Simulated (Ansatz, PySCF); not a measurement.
C4H4F2, SMILES F[C@@H]1C=C[C@H]1F. Atoms are numbered in the order given.

```xyz
10

F     -1.7129    -0.2521    -0.8644
C     -0.6834     0.3656    -0.2155
C     -0.6296     0.2323     1.2813
C      0.6296    -0.2323     1.2813
C      0.6834    -0.3656    -0.2155
F      1.7129     0.2521    -0.8644
H     -0.5896     1.3977    -0.5938
H     -1.3608     0.4552     2.0615
H      1.3608    -0.4552     2.0615
H      0.5896    -1.3977    -0.5938
```

Geometry: PBE0-D3(BJ)/def2-SVP.

Two levels are set side by side: PBE-D3(BJ)/def2-SVP (Ansatz, a quantum-chemistry and plane-wave program) and PBE0-D3(BJ)/def2-SVP (Ansatz). Each level has its own optimised geometry; the coordinates shown are those of the second. Frequencies come from the Hessian of PySCF at each geometry. Differences are taken from unrounded values.

```tsv
quantity	PBE0-D3(BJ)	PBE-D3(BJ)	PBE-D3(BJ) minus PBE0-D3(BJ)
mean bond length (Å)	1.302	1.313	0.011
bond F1–C2 (Å)	1.365	1.380	0.016
bond C2–C3 (Å)	1.504	1.512	0.009
bond C2–C5 (Å)	1.550	1.567	0.017
bond C3–C4 (Å)	1.342	1.354	0.012
bond C4–C5 (Å)	1.504	1.512	0.009
bond C5–F6 (Å)	1.365	1.380	0.016
bond C2–H7 (Å)	1.103	1.113	0.010
bond C3–H8 (Å)	1.092	1.100	0.008
bond C4–H9 (Å)	1.092	1.100	0.008
bond C5–H10 (Å)	1.103	1.113	0.010
highest harmonic wavenumber (cm⁻¹)	3256	3160	-96
mean harmonic wavenumber (cm⁻¹)	1324	1270	-53
zero-point energy (kcal/mol)	45.42	43.59	-1.83
```

Exact exchange shortens and stiffens bonds; PBE has none. Differences between two approximate levels are no errors against the true value.
